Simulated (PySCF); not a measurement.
Be(Br)(NH2) (BeBrH2N), SMILES [NH2][Be][Br].

Coordinates come from a PBE0-D3(BJ)/def2-TZVP optimisation. One conformer was computed; it need not be the lowest.

The numbers are results of M06-2X/def2-TZVPD run with PySCF, not measurements.

Symmetry labels are those of the subgroup C2v that the program uses (full group C2v).

Computed valence orbital energies around the gap with their symmetry:
| orbital | symmetry | energy (eV) |
|---|---|---|
| HOMO−7 | A1 | -25.50 |
| HOMO−6 | A1 | -22.97 |
| HOMO−5 | B2 | -15.10 |
| HOMO−4 | A1 | -13.46 |
| HOMO−3 | A1 | -11.49 |
| HOMO−2 | B1 | -9.96 |
| HOMO−1 | B2 | -9.81 |
| HOMO | B1 | -9.01 |
| LUMO | A1 | -0.28 |
| LUMO+1 | B2 | 0.32 |
| LUMO+2 | A1 | 0.53 |
| LUMO+3 | B1 | 0.74 |
